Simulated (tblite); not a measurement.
Compound: C₇H₈FOP.
Geometry (GFN2-xTB, Å), atoms numbered from 1 in this order:
```xyz
18
C7H8FOP angstrom
C      3.069    0.568   -0.312
C      1.895   -0.052   -0.253
C      0.626    0.559    0.085
C     -0.605   -0.236    0.106
O     -0.487   -1.549   -0.181
C     -1.661   -2.325   -0.143
C     -1.731    0.455    0.393
P     -1.374    2.152    0.863
C      0.348    1.852    0.384
F      1.254    2.839    0.449
H      3.182    1.617   -0.102
H      3.966    0.033   -0.573
H      1.824   -1.110   -0.468
H     -1.356   -3.344   -0.371
H     -2.122   -2.292    0.850
H     -2.386   -1.984   -0.887
H     -2.718    0.040    0.484
H     -1.733    2.782   -0.335
```

Computed values, GFN2-xTB/tblite, gas phase, harmonic and unscaled. Errors from tens to a few hundred cm⁻¹ against measured bands are possible. Modes of hydrogen on phosphorus can be 10 to 20 % off. One conformer, not necessarily the lowest.

Harmonic wavenumbers (cm⁻¹): 55.9, 88.8, 140.2, 170.0, 183.7, 222.3, 241.5, 266.6, 312.9, 370.3, 391.2, 432.0, 495.1, 544.1, 575.0, 661.9, 673.3, 725.2, 758.8, 769.5, 862.7, 889.0, 894.1, 1002.1, 1010.6, 1080.7, 1102.0, 1122.3, 1140.9, 1171.2, 1202.4, 1289.2, 1331.1, 1399.9, 1418.0, 1463.5, 1479.3, 1552.2, 1601.2, 1664.6, 2233.5, 2939.3, 2953.7, 3033.2, 3073.9, 3113.1, 3127.9, 3146.6.

A = 1448, B = 1049, C = 613.5 MHz; mass 158.030 u (most abundant isotopes); point group C1, symmetry number 1.

Problem. What is the zero-point energy?

Solution. Half the sum of the wavenumbers: 28188 cm⁻¹ = 337.21 kJ/mol.

Problem. Give the ideal-gas entropy at 298.15 K and 1 bar in the rigid-rotor, harmonic-oscillator model (classical rotation).

Solution. Translation 172.00, rotation 126.46, vibration 124.27: S = 422.7 J/(mol K).

Problem. And Cp and H(298.15 K) − H(0)?

Solution. Cp = 171.81 J/(mol K), of which vibrations give 138.55 (their classical limit is 48 R = 399.1); H(298.15 K) − H(0) = 30.47 kJ/mol without the zero-point energy, 20.55 from vibrations.

Problem. How do the functions run with temperature in this model?

Solution. 
```
 T (K)  S (J/(mol K))  Cp (J/(mol K))  H − H(0) (kJ/mol)  G − H(0) (kJ/mol)  ln q(vib)
    50          248.3            51.4               1.99             -10.43       0.34
   100          292.8            79.7               5.27             -24.00       1.35
373.15          464.6           202.4              44.52            -128.86       8.74
   500          530.1           245.6              73.05            -192.02      12.23
   750          641.7           303.6             142.31            -338.94      18.77
  1000          734.4           339.8             223.08            -511.29      24.76
```

q(vib) and H(0) count from the zero-point level.

Problem. What must be added to the electronic energy to get the Gibbs energy at 298.15 K and 1 bar?

Solution. ZPE + [H(298.15 K) − H(0)] − T·S = 337.21 + 30.47 − 126.03 = 241.65 kJ/mol.

Problem. Which modes carry the vibrational entropy at 298.15 K?

Solution. 55.9 cm⁻¹: 19.23; 88.8 cm⁻¹: 15.42; 140.2 cm⁻¹: 11.72; 170.0 cm⁻¹: 10.19; 183.7 cm⁻¹: 9.58; 222.3 cm⁻¹: 8.12 J/(mol K); the other 42 give 50.00 together.

Hindered rotation and anharmonicity are outside this model. Other conformers, if any are populated, would add a mixing term that is left out. The structure is chiral; the term R ln 2 for an equal mix with its mirror image is left out.
